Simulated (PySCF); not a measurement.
B3LYP has the VWN-RPA correlation part, as in Gaussian. Delta-SCF ions had no search for a lower state. Excitations are Tamm–Dancoff values on a coarser integration grid. The basis has no diffuse functions, so Rydberg states are missing or too high.

**CH$_{5}$BN$_{2}$, SMILES `[H]/N=C\BN` (N–C–B–N torsion -180°, C–B–N–H torsion 0°) (charge 0, multiplicity 1)**

Method: B3LYP-D3(BJ)/def2-TZVP (PySCF).

* **HOMO**: -6.92 eV
* **dipole moment**: 3.65 D
* **LUMO**: -1.52 eV
* **HOMO–LUMO gap**: 5.41 eV
* **S1 excitation (TDA)**: 4.03 eV
* **S1 oscillator strength**: 0.001
* **brightest of the four lowest singlets (TDA)**: 6.96 eV
* **T1 excitation (TDA)**: 3.16 eV
* **S1–T1 gap (TDA)**: 0.87 eV
* **vertical ionisation energy (Delta-SCF)**: 9.57 eV
* **total energy**: -175.5759 Ha
* **cost**: very roughly 100 core-seconds

```xyz
9

N     -2.1798    -0.0474     0.1205
C     -1.0095    -0.1110    -0.3847
B      0.3397     0.0876     0.3953
N      1.5530    -0.0013    -0.2739
H     -2.1188     0.1542     1.1234
H     -0.9827    -0.3247    -1.4625
H      0.3284     0.3168     1.5678
H      1.6243    -0.1920    -1.2614
H      2.4455     0.1178     0.1756
```
Charge 0, spin multiplicity 1.
